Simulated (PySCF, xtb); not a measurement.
Si(Cl)(OH)2(NH2) (ClH4NO2Si), SMILES [Si](O)(Cl)(O)N. Other conformers were not sampled.

Harmonic wavenumbers (cm⁻¹) from GFN2-xTB in xtb at its own minimum, in rising order: 156, 171, 195, 234, 265, 268, 293, 321, 479, 569, 805, 815, 836, 850, 940, 972, 1514, 3488, 3521, 3658, 3686.

**Question.** What does PBE0-D3(BJ)/def2-SVP in PySCF give at its own minimum? (The exact figures need the calculation; the answer reports its results.)

**Answer.** 122, 186, 219, 273, 290, 307, 354, 366, 403, 537, 791, 820, 833, 860, 970, 995, 1532, 3621, 3726, 3926, 3936. Paired by order, the mean absolute difference is 64 cm⁻¹ and the zero-point energies are 34.4 and 35.8 kcal/mol.
